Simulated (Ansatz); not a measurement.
Abstraction of F: CH2F2 + SbHF → CH2F + SbHF2

Species: CH2F2 (difluoromethane) `FCF`, singlet; SbHF `[F][SbH]`, doublet; CH2F `[CH2]F`, doublet; SbHF2 `[F][SbH][F]`, singlet. A radical takes F: the energy is the difference in strength between the C–F bond broken and the Sb–F bond made.

Shapes, held fixed at every level: PBE0-D4/def2-TZVP. Programs: Ansatz 0.2.0. The zero-point and thermal change to 298 K, harmonic and unscaled (PBE0-D4/def2-TZVP), is -10.5 kJ/mol.

```
              level                    kind  ΔH(298 K) (kJ/mol)  less CCSD(T)/def2-TZVPP
     MP2/def2-TZVPP     perturbation theory               +50.7                     +0.1
  PBE-D4/def2-TZVPP                     GGA               +39.3                    -11.3
BHLYP-D4/def2-TZVPP           global hybrid               +42.4                     -8.2
 PBE0-D4/def2-TZVPP           global hybrid               +46.7                     -3.9
 wB97M-V/def2-TZVPP  range-separated hybrid               +49.4                     -1.2
  B2PLYP/def2-TZVPP           double hybrid               +40.9                     -9.7
   CCSD(T)/def2-SVP   coupled cluster or CI               +77.4                    +26.8
 CCSD(T)/def2-TZVPP   coupled cluster or CI               +50.6                      0.0
```

The highest level, CCSD(T)/def2-TZVPP, gives ΔH(298 K) = +50.6 kJ/mol; the levels span +39.3 to +77.4. The column of differences is taken from that level and isn't an error. No measured value is set beside it here. Open shells run unrestricted. For atoms past krypton def2 sets carry core potentials with scalar relativity. Outer-core shells of Sb are correlated, in sets that cover them unevenly.
